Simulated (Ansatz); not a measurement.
Cost and result for the atomization energy of C2H9NSi2 (`N=CC[SiH2][SiH3]`) (14 atoms, 13 bonds).

```json
{"atom": "N1", "x (Å)": "1.0579", "y (Å)": "1.8196", "z (Å)": "1.2225"}
{"atom": "C2", "x (Å)": "1.0957", "y (Å)": "1.4647", "z (Å)": "0.0090"}
{"atom": "C3", "x (Å)": "1.3176", "y (Å)": "0.0974", "z (Å)": "-0.5398"}
{"atom": "Si4", "x (Å)": "-0.3227", "y (Å)": "-0.7048", "z (Å)": "-1.0629"}
{"atom": "Si5", "x (Å)": "-1.7823", "y (Å)": "-0.8630", "z (Å)": "0.7604"}
{"atom": "H6", "x (Å)": "1.2433", "y (Å)": "1.0259", "z (Å)": "1.8405"}
{"atom": "H7", "x (Å)": "0.9087", "y (Å)": "2.2451", "z (Å)": "-0.7365"}
{"atom": "H8", "x (Å)": "1.7927", "y (Å)": "-0.5496", "z (Å)": "0.2040"}
{"atom": "H9", "x (Å)": "1.9597", "y (Å)": "0.1351", "z (Å)": "-1.4257"}
{"atom": "H10", "x (Å)": "-0.9438", "y (Å)": "0.1102", "z (Å)": "-2.1439"}
{"atom": "H11", "x (Å)": "-0.0334", "y (Å)": "-2.0585", "z (Å)": "-1.6128"}
{"atom": "H12", "x (Å)": "-2.2738", "y (Å)": "0.4794", "z (Å)": "1.1650"}
{"atom": "H13", "x (Å)": "-1.0737", "y (Å)": "-1.4821", "z (Å)": "1.9149"}
{"atom": "H14", "x (Å)": "-2.9459", "y (Å)": "-1.7193", "z (Å)": "0.4053"}
```

The species carries charge 0 and has multiplicity 1. The structure was optimised at the PBE0-D4/def2-TZVP level. It is one conformer, not always the lowest. Program: Ansatz. All runs use 4 threads of an Arm Neoverse V1 on a shared host. Times are those of one run each, without the atoms' runs, and a repeat can differ threefold. Electronic energies, without spin–orbit coupling; frozen cores. CCSD(T)/CBS adds CCSD(T) − MP2 in def2-TZVPP to the MP2 limit, and its time is that of the two runs behind it. T1 = 0.013. B3LYP takes the VWN-RPA correlation (the form of Gaussian; ORCA's B3LYP/G).

CCSD(T)/CBS is a level of theory with its own doubt, some kJ/mol a heavy atom from the limit and from the frozen cores, so smaller differences don't rank the functionals.

```csv
level,functions,wall time,atomization (kJ/mol),difference from CCSD(T)/CBS,per bond
PBE-D4/def2-TZVPP (with forces),303,3.5 s,4910.3,59.9,4.6
PBE0-D4/def2-TZVPP,303,4.3 s,4847.8,-2.6,-0.2
r2SCAN-D4/def2-TZVPP (with forces),303,6.5 s,4849.9,-0.5,0.0
B3LYP-D4/def2-TZVPP (with forces),303,7.5 s,4866.2,15.8,1.2
B2PLYP/def2-TZVPP,303,8.5 s,4794.9,-55.5,-4.3
ωB97X-V/def2-TZVPP,303,11 s,4883.1,32.7,2.5
ωB97M-V/def2-TZVPP (with forces),303,16 s,4863.0,12.6,1.0
MP2/def2-QZVPP,581,38 s,4812.1,-38.3,-2.9
CCSD(T)/def2-TZVPP,303,14 min,4725.4,-125.0,-9.6
CCSD(T)/CBS(def2),–,15 min,4850.4,0.0,0.0
```

From PBE to PBE0 (25 % exact exchange), in def2-TZVPP and without D4, the atomization energy moves by −58.0 kJ/mol: exact exchange takes away binding that semilocal exchange gives to molecules. The D4 term adds +50.8 kJ/mol with B3LYP and +27.2 kJ/mol with PBE0; it sums over pairs of atoms, weighted by their polarisabilities, and B3LYP, whose exchange is more repulsive, gets the larger term. In def2-TZVPP, CCSD(T) changes the Hartree–Fock value by +1173.6 kJ/mol (the triples alone add +64.1 kJ/mol) and MP2 by +1186.1 kJ/mol; breaking electron pairs costs correlation energy, which Hartree–Fock lacks.
